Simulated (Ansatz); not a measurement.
C2H10OSi2 (`CC[SiH2]O[SiH3]`), relaxed with RKS PBE-D4/def2-SVP in Ansatz from a rough embedded geometry. The force threshold is 0.03 eV/Å; the program also tests the step.

The species carries charge 0 and has multiplicity 1.

Start:

```xyz
15

C     1.831   -0.927    0.518
C     0.884   -1.034   -0.592
Si    0.116    0.559   -1.129
O    -0.865    1.308   -0.011
Si   -2.206    1.055    0.865
H     2.241   -1.896    0.845
H     2.657   -0.249    0.335
H     1.295   -0.528    1.466
H     0.081   -1.694   -0.333
H     1.419   -1.449   -1.450
H     1.170    1.523   -1.598
H    -0.799    0.318   -2.332
H    -2.358    2.158    1.915
H    -2.123   -0.210    1.584
H    -3.343    1.067   -0.083
```

Q: By how much does the energy fall, and how many steps does the optimiser take? (Estimate.)

A: The calculation gave: 34.19 kJ/mol, in 4 steps, 1 of them rejected.

Q: Which bonds change most? (An estimate is asked.)

A: Computed: C1–C2 from 1.463 to 1.534 Å; Si5–H14 from 1.457 to 1.508 Å; C1–H8 from 1.160 to 1.109 Å; O4–Si5 from 1.622 to 1.671 Å.

Q: Give the relaxed structure. (An estimate is asked.)

A: Computed: 
```xyz
15

C     1.797   -0.901    0.595
C     0.877   -1.043   -0.626
Si    0.112    0.575   -1.226
O    -0.799    1.294   -0.007
Si   -2.184    1.054    0.897
H     2.223   -1.877    0.908
H     2.648   -0.221    0.385
H     1.253   -0.481    1.466
H     0.048   -1.755   -0.416
H     1.426   -1.478   -1.492
H     1.185    1.562   -1.595
H    -0.764    0.309   -2.426
H    -2.289    2.168    1.897
H    -2.127   -0.265    1.626
H    -3.405    1.060    0.014
```
